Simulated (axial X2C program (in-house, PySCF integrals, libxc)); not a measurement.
## Which molecule has these constants?

All values come from calculations with an in-house relativistic program for diatomic molecules, spin-free (one-electron X2C) or two-component (2c: spin–orbit coupling with atomic mean-field Coulomb and Gaunt terms, which also bring small scalar terms), in Dyall basis sets with cores contracted in-house; open shells are unrestricted.

A two-component PBE0 calculation in a Dyall 3-zeta basis gave Re = 2.093 Å, ωe = 406.8 cm⁻¹, De = 1.62 eV, Ω = 1/2.

Which molecule is it?
A. InB⁻
B. RbB⁻
C. BTe⁻
D. SnB⁻
E. AgB⁻

E. The others have InB⁻ 2.253 Å and 463.5 cm⁻¹ (Ω = 3/2); SnB⁻ 2.121 Å and 596.1 cm⁻¹ (Ω = 2); RbB⁻ 3.149 Å and 190.6 cm⁻¹ (Ω = 1/2); BTe⁻ 2.067 Å and 663.7 cm⁻¹ (Ω = 0).

Each entry is the lowest single determinant of a limited PBE0 search at one distance. De goes to single-determinant-based atoms at the same level (for ions the charge split of lowest energy) and is withheld (n/a) where an atom does not fit its ground term or J level. Main or longest-lived isotopes. One determinant is a doubtful description, or other states lie close, for InB⁻, SnB⁻, RbB⁻; these need not be ground states, and all values refer to the states named. Some open-shell Ω = 0 determinants are out of reach, so the Ω given for SnB⁻ need not be the lowest component. With several unpaired electrons the Ω given is that of one determinant, not necessarily of the lowest component. Some light 2c atoms are not at their ground J level, so De misses part of their lowering (0.04 eV or less). The functionals have no current term, which raises determinants with orbital currents.
